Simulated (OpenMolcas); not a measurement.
**C III: effect of the basis set**

| Property | Result |
| --- | --- |
| Program | OpenMolcas 26.06 |
| Method | SS-CASPT2, IPEA 0.25 Eh, imaginary shift 0.1 Eh (closed shells correlated: 1s) |
| Active space | 2 electrons in 4 orbitals (2s 2p) |
| State averaging | 2S+1 = 3 even, 3 roots; 2S+1 = 1 even, 7 roots; 2S+1 = 3 odd, 3 roots; 2S+1 = 1 odd, 3 roots |
| Spin-orbit coupling | state interaction with AMFI integrals over the reference wave functions, term energies averaged over their components |

A. ANO-RCC-VDZP [3s2p1d], DKH2, point nucleus; CASPT2 step of the order of 1 core-seconds
B. ANO-L-VTZP [4s3p2d1f], non-relativistic, point nucleus; CASPT2 step about 1.4 core-seconds
C. ANO-RCC-VTZP [4s3p2d1f], DKH2, point nucleus; CASPT2 step of the order of 1.8 core-seconds
D. ANO-R3 [4s4p2d1f], X2C, finite nucleus; CASPT2 step of the order of 1.7 core-seconds
E. ANO-R2 [4s4p2d1f], X2C, finite nucleus; CASPT2 step about 2 core-seconds
F. ANO-RCC-VQZP [5s4p3d2f1g], DKH2, point nucleus; CASPT2 step of the order of 2.4 core-seconds

Energies in cm⁻¹ above 2s² ¹S₀, the measured ground level; measured values from Moore, Selected Tables of Atomic Spectra, NSRDS-NBS 3, section 3.

```csv
Level,A,B,C,D,E,F,Measured
2s² ¹S₀,0.0,0.0,0.0,0.0,0.0,0.0,0.0
2s 2p ³P°₀,52420,52470,52360,52610,52610,52330,52367
2s 2p ³P°₁,52450,52490,52380,52640,52640,52360,52391
2s 2p ³P°₂,52500,52540,52440,52690,52690,52410,52447
2s 2p ¹P°₁,106730,105660,104540,104580,104580,103630,102352
2p² ³P₀,138340,138290,137730,138090,138090,137440,137426
2p² ³P₁,138370,138320,137750,138110,138110,137470,137454
2p² ³P₂,138420,138370,137800,138160,138160,137520,137502
2p² ¹D₂,149610,148690,147670,148140,148140,146990,145876
2p² ¹S₀,188410,186740,184580,184590,184590,183080,182520
```

Deviations, from unrounded energies. A percentage is the sum of absolute deviations over the sum of measured energies, with the sign that they share, or ± where signs differ.

```tsv
Against measurement	Levels	A	B	C	D	E	F
mean absolute deviation (cm-1)	9	1900	1500	770	1000	1000	350
other configurations (%)	9	+1.7	+1.3	±0.7	+0.9	+0.9	±0.3
```

F lies closest to measurement on these levels and A furthest from it. The largest miss of F in the table is 2s 2p ¹P°₁, by +1300 cm-1. The ranking rests on the paired levels alone, and a cruder setting can come out closer through cancelling errors.

Among A to F the level of the table that moves most is 2p² ¹S₀, by 5300 cm-1 (lowest in F, highest in A). Moves below CASPT2's spread within the term are not significant.

Term energies are means over components that CASPT2 splits; among the terms shown or strongly mixed into the levels shown the widest spread is 150 cm-1 (2p² ¹D, B). Measured partners are found by configuration, term and J. A level has none where our copy of the source lacks it or the pairing is in doubt (some pairs that miss far off the trend of their configuration count as doubtful), and it then counts in no deviation. Levels of configurations outside the active space are missing.

° marks odd parity.
